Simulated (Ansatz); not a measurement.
The cluster Rb3⁺, relaxed as a singlet with RKS B3LYP/def2-TZVP in Ansatz, starting from the GFN2-xTB geometry. Force threshold 0.02 eV/Å.

In the def2 sets Rb takes a core potential; there is no spin–orbit coupling. The structure comes from a short search, and lower isomers may exist.

Start:

```xyz
3

Rb   -0.229   -2.377    0.450
Rb    2.036    1.212    0.693
Rb   -1.807    1.165   -1.143
```

Estimate the energy that the relaxation releases and the steps that it takes.

11.9 kJ/mol, in 5 steps; 9 s on 4 threads of Arm Neoverse V2 on a shared host. No frequencies were taken in this run, so the end may be a saddle point.

Does the start keep its bonding and symmetry?

By distances, no bond broke or formed. The bond that changes most is Rb1–Rb3, from 4.19 to 4.74 Å (atoms count from 1). The end is the same structure that another start reached. Point group Cs at the start, D3h at the end, both within 0.05 Å.

Predict the relaxed structure.


Cartesian coordinates in Å:
```
Rb -0.238 -2.677 0.517
Rb 2.256 1.346 0.767
Rb -2.018 1.331 -1.284
```
Bond lengths (bridged metal pairs left out): 3 × Rb–Rb 4.74 Å.
